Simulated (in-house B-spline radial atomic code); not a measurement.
Configurations of Co³⁺, with energies counted from [Ar] 3d6. Method: non-relativistic M06-2X, spin-polarised, spherical fractional occupations, exact exchange averaged over the configuration, point nucleus. Calculated with a radial B-spline atomic code at the basis-set limit. Shells without spins written out take the highest spin.

Occupations are held fixed; configurations that lie above the ionisation limit could autoionise.

```json
{"configuration": "[Ar] 3d5 4p1", "E - E(ref) (eV)": "19.823", "highest orbital": "4p up", "its <r> (bohr)": "2.402"}
{"configuration": "[Ar] 3d5 4d1", "E - E(ref) (eV)": "30.404", "highest orbital": "4d up", "its <r> (bohr)": "3.206"}
{"configuration": "[Ne] 3s2 3p5 3d7", "E - E(ref) (eV)": "58.541", "highest orbital": "3d down", "its <r> (bohr)": "0.9578"}
{"configuration": "[Ne] 3s2 3p5 3d6 4s1", "E - E(ref) (eV)": "70.508", "highest orbital": "4s up", "its <r> (bohr)": "2.137"}
```

(1) Order these further configurations by energy, lowest first.
A. [Ar] 3d5 4s1
B. [Ne] 3s2 3p5 3d6 4p1
C. [Ne] 3s2 3p5 3d6 4f1
D. [Ne] 3s2 3p5 3d6 4d1
E. [Ar] 3d5 4f1

Answers

(1) A (12.302 eV), E (36.671 eV), B (78.076 eV), D (88.781 eV), C (95.133 eV).
